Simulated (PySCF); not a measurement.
PySCF input file for C4H2BrF, SMILES C#C/C(Br)=C\F, TDA-CAM-B3LYP/def2-SVPD. Geometry: PBE0-D3(BJ)/def2-SVP. The structure was generated by enumeration; whether it is a known compound was not checked.

```python
import numpy as np
from pyscf import gto, scf, dft, tdscf

mol = gto.M(
    atom='''
    C     2.22960458   -1.71830306    0.00000000
    C     1.16070789   -1.14466621    0.00000000
    C    -0.07324091   -0.45559180    0.00000000
    Br   -0.01957652    1.43663481    0.00000000
    C    -1.27504007   -1.05360449    0.00000000
    F    -1.39046402   -2.36680442    0.00000000
    H     3.17323749   -2.23240548    0.00000000
    H    -2.22607197   -0.51557974    0.00000000
    ''',
    basis='def2-SVPD',
    charge=0,
    spin=0,
    symmetry=True,
    max_memory=1600,
    verbose=4,
)
mf = dft.RKS(mol, xc='cam-b3lyp').density_fit(auxbasis='def2-universal-jkfit')
mf.grids.level = 3
mf.conv_tol = 1e-9
mf.max_cycle = 100
mf.kernel()
mf.grids = dft.Grids(mol).set(level=1).build(with_non0tab=True)  # coarser grid for the response kernel
td = tdscf.TDA(mf)
td.singlet = True
td.nstates = 10
td.conv_tol = 1e-4
td.positive_eig_threshold = 1e-6
td.kernel(x0=td.get_init_guess(mf, 15))
td.analyze()
tt = tdscf.TDA(mf)
tt.singlet = False
tt.nstates = 4
tt.conv_tol = 1e-4
tt.positive_eig_threshold = 1e-6
tt.kernel(x0=tt.get_init_guess(mf, 9))
tt.analyze(verbose=3)
```

Program output:

```
PySCF version 2.14.0

[INPUT] verbose = 4
[INPUT] num. atoms = 8
[INPUT] num. electrons = 70
[INPUT] charge = 0
[INPUT] spin (= nelec alpha-beta = 2S) = 0
[INPUT] symmetry True subgroup None
[INPUT] Mole.unit = angstrom
[INPUT] Symbol           X                Y                Z      unit          X                Y                Z       unit  Magmom
[INPUT]  1 C      2.229604580000  -1.718303060000   0.000000000000 AA    4.213342022276  -3.247122182402   0.000000000000 Bohr   0.0
[INPUT]  2 C      1.160707890000  -1.144666210000   0.000000000000 AA    2.193420022722  -2.163105640944   0.000000000000 Bohr   0.0
[INPUT]  3 C     -0.073240910000  -0.455591800000   0.000000000000 AA   -0.138405261014  -0.860943726598   0.000000000000 Bohr   0.0
[INPUT]  4 Br    -0.019576520000   1.436634810000   0.000000000000 AA   -0.036994261272   2.714846331917   0.000000000000 Bohr   0.0
[INPUT]  5 C     -1.275040070000  -1.053604490000   0.000000000000 AA   -2.409476530146  -1.991023929712   0.000000000000 Bohr   0.0
[INPUT]  6 F     -1.390464020000  -2.366804420000   0.000000000000 AA   -2.627596183862  -4.472612144210   0.000000000000 Bohr   0.0
[INPUT]  7 H      3.173237490000  -2.232405480000   0.000000000000 AA    5.996549784302  -4.218634956178   0.000000000000 Bohr   0.0
[INPUT]  8 H     -2.226071970000  -0.515579740000   0.000000000000 AA   -4.206666356871  -0.974304503974   0.000000000000 Bohr   0.0

nuclear repulsion = 348.715407996958
point group symmetry = Cs
symmetry origin: [ 2.15968706e-09 -2.69961119e-10  0.00000000e+00]
symmetry axis x: [ 1.00000000e+00 -6.08201715e-10  0.00000000e+00]
symmetry axis y: [6.08201715e-10 1.00000000e+00 0.00000000e+00]
symmetry axis z: [0. 0. 1.]
num. orbitals of irrep A' = 112
num. orbitals of irrep A" = 48
number of shells = 64
number of NR pGTOs = 256
number of NR cGTOs = 160
basis = def2-SVPD
ecp = {}


[settings echo left out]
init E= -2826.87019810152
HOMO (A") = -0.249897662262954  LUMO (A') = -0.0616574967500547  gap/eV = 5.12228
cycle= 1 E= -2826.98787592174  delta_E= -0.118  |g|= 0.515  |ddm|= 11.2
HOMO (A") = -0.31812961047322  LUMO (A") = -0.0530226373199247  gap/eV = 7.21393
cycle= 2 E= -2826.97044492689  delta_E= 0.0174  |g|= 0.621  |ddm|= 2.26
HOMO (A") = -0.307072618606236  LUMO (A") = -0.0125805695726586  gap/eV = 8.01354
cycle= 3 E= -2827.04485044954  delta_E= -0.0744  |g|= 0.0984  |ddm|=  1.2
HOMO (A") = -0.310341095742826  LUMO (A") = -0.0133497640061  gap/eV = 8.08155
cycle= 4 E= -2827.04631286377  delta_E= -0.00146  |g|= 0.0527  |ddm|= 0.241
HOMO (A") = -0.310482197850504  LUMO (A") = -0.0126208916298198  gap/eV = 8.10522
cycle= 5 E= -2827.04695225996  delta_E= -0.000639  |g|= 0.0141  |ddm|= 0.141
HOMO (A") = -0.310983188738653  LUMO (A") = -0.0128083675218562  gap/eV = 8.11375
cycle= 6 E= -2827.04699410658  delta_E= -4.18e-05  |g|= 0.004  |ddm|= 0.0489
HOMO (A") = -0.31070495728534  LUMO (A") = -0.0124507471137818  gap/eV = 8.11591
cycle= 7 E= -2827.04699826006  delta_E= -4.15e-06  |g|= 0.000776  |ddm|= 0.015
HOMO (A") = -0.310760162113259  LUMO (A") = -0.0124960461150332  gap/eV = 8.11618
cycle= 8 E= -2827.04699847918  delta_E= -2.19e-07  |g|= 0.000367  |ddm|= 0.00216
HOMO (A") = -0.310765566937314  LUMO (A") = -0.012476453885228  gap/eV = 8.11686
cycle= 9 E= -2827.04699851882  delta_E= -3.96e-08  |g|= 0.000113  |ddm|= 0.00134
HOMO (A") = -0.310764277666856  LUMO (A") = -0.0124717415756987  gap/eV = 8.11695
cycle= 10 E= -2827.0469985228  delta_E= -3.98e-09  |g|= 6.09e-05  |ddm|= 0.00037
HOMO (A") = -0.310764173067449  LUMO (A") = -0.0124708052603597  gap/eV = 8.11698
cycle= 11 E= -2827.04699852403  delta_E= -1.23e-09  |g|= 1.12e-05  |ddm|= 0.000223
HOMO (A") = -0.310763802057383  LUMO (A") = -0.0124697564273961  gap/eV = 8.11699
cycle= 12 E= -2827.04699852412  delta_E= -9.09e-11  |g|= 6.35e-06  |ddm|= 4.58e-05
HOMO (A") = -0.310764277701567  LUMO (A") = -0.012470614739216  gap/eV = 8.11698
Extra cycle  E= -2827.04699852413  delta_E= -1.27e-11  |g|= 7.46e-06  |ddm|= 3.69e-05
converged SCF energy = -2827.04699852413
tot grids = 38296
Overwritten attributes  positive_eig_threshold  of <class 'pyscf.tdscf.rks.TDA'>


******** <class 'pyscf.tdscf.rks.TDA'> for <class 'pyscf.df.df_jk.DFSymAdaptedRKS'> ********
nstates = 10 singlet
deg_eia_thresh = 1.000e-03
wfnsym = None
conv_tol = 0.0001
eigh lindep = 1e-12
eigh level_shift = 0
eigh max_cycle = 100


Excitation energies (eV)
[4.81527013 5.54112411 5.6223034  6.12116673 6.22686143 6.39550418
 6.63878026 6.88962033 7.46514722 7.55571878]

** Singlet excitation energies and oscillator strengths **
Excited State   1:   A"      4.81527 eV    257.48 nm  f=0.0000
      35 -> 37       -0.68349
      35 -> 40        0.11115
Excited State   2:   A"      5.54112 eV    223.75 nm  f=0.0001
      32 -> 36       -0.26133
      34 -> 36        0.63494
Excited State   3:   A'      5.62230 eV    220.52 nm  f=0.1793
      33 -> 36       -0.14448
      34 -> 37       -0.31191
      34 -> 40        0.10580
      35 -> 36       -0.56273
Excited State   4:   A"      6.12117 eV    202.55 nm  f=0.0004
      33 -> 37        0.60649
      33 -> 40       -0.13169
      35 -> 40       -0.20684
      35 -> 43       -0.11849
      35 -> 44        0.13369
Excited State   5:   A'      6.22686 eV    199.11 nm  f=0.0942
      32 -> 37        0.23315
      33 -> 36        0.35796
      34 -> 37        0.44735
      35 -> 36       -0.31086
Excited State   6:   A'      6.39550 eV    193.86 nm  f=0.0194
      32 -> 37        0.47231
      33 -> 36       -0.44199
      34 -> 37        0.17630
      35 -> 36        0.11504
Excited State   7:   A"      6.63878 eV    186.76 nm  f=0.0004
      32 -> 36       -0.64208
      34 -> 36       -0.26805
Excited State   8:   A"      6.88962 eV    179.96 nm  f=0.0119
      33 -> 37        0.10754
      35 -> 38       -0.65658
      35 -> 40        0.14364
      35 -> 43        0.10198
Excited State   9:   A"      7.46515 eV    166.08 nm  f=0.0175
      31 -> 37        0.16461
      33 -> 37        0.24589
      33 -> 43        0.10185
      33 -> 44       -0.10223
      35 -> 38        0.16784
      35 -> 39        0.37544
      35 -> 40        0.34936
      35 -> 44       -0.22025
      35 -> 45        0.15082
Excited State  10:   A"      7.55572 eV    164.09 nm  f=0.0077
      33 -> 37       -0.12602
      33 -> 38        0.16461
      35 -> 39        0.53383
      35 -> 40       -0.30523
      35 -> 43       -0.13090
      35 -> 44        0.14546

** Transition electric dipole moments (AU) **
state          X           Y           Z        Dip. S.      Osc.
  1        -0.0000      0.0000      0.0195      0.0004      0.0000
  2        -0.0000     -0.0000     -0.0241      0.0006      0.0001
  3         1.0673      0.4035     -0.0000      1.3020      0.1793
  4         0.0000     -0.0000      0.0506      0.0026      0.0004
  5         0.7532      0.2236      0.0000      0.6174      0.0942
  6        -0.0181     -0.3517     -0.0000      0.1241      0.0194
  7        -0.0000     -0.0000      0.0468      0.0022      0.0004
  8        -0.0000      0.0000      0.2656      0.0705      0.0119
  9        -0.0000      0.0000     -0.3093      0.0957      0.0175
 10        -0.0000     -0.0000     -0.2043      0.0418      0.0077

** Transition velocity dipole moments (imaginary part, AU) **
state          X           Y           Z        Dip. S.      Osc.
  1        -0.0000      0.0000      0.0560      0.0031      0.0118
  2        -0.0000     -0.0000      0.0103      0.0001      0.0003
  3         0.0191      0.0327     -0.0000      0.0014      0.0046
  4         0.0000     -0.0000      0.0625      0.0039      0.0116
  5         0.1020      0.0146     -0.0000      0.0106      0.0309
  6         0.0678     -0.0312     -0.0000      0.0056      0.0158
  7        -0.0000     -0.0000      0.0127      0.0002      0.0004
  8        -0.0000      0.0000      0.0834      0.0070      0.0183
  9        -0.0000      0.0000     -0.0600      0.0036      0.0087
 10         0.0000     -0.0000     -0.0712      0.0051      0.0122

** Transition magnetic dipole moments (imaginary part, AU) **
state          X           Y           Z
  1        -0.2273      0.0170      0.0000
  2         0.3652     -0.1407      0.0000
  3        -0.0000     -0.0000      0.0136
  4         0.2393     -0.0402     -0.0000
  5        -0.0000      0.0000     -0.5838
  6         0.0000     -0.0000     -0.0951
  7        -0.0658     -0.3473     -0.0000
  8        -0.0623      0.5207     -0.0000
  9         0.3562     -0.2500      0.0000
 10        -0.5679     -0.3583     -0.0000


******** <class 'pyscf.tdscf.rks.TDA'> for <class 'pyscf.df.df_jk.DFSymAdaptedRKS'> ********
nstates = 4 triplet
deg_eia_thresh = 1.000e-03
wfnsym = None
conv_tol = 0.0001
eigh lindep = 1e-12
eigh level_shift = 0
eigh max_cycle = 100


Excitation energies (eV)
[3.21122056 4.40009924 5.01458356 5.15771364]

** Triplet excitation energies and oscillator strengths **
Excited State   1:   A'      3.21122 eV    386.10 nm  f=0.0000
Excited State   2:   A"      4.40010 eV    281.78 nm  f=0.0000
Excited State   3:   A'      5.01458 eV    247.25 nm  f=0.0000
Excited State   4:   A"      5.15771 eV    240.39 nm  f=0.0000
```

The calculation finished and met its thresholds.
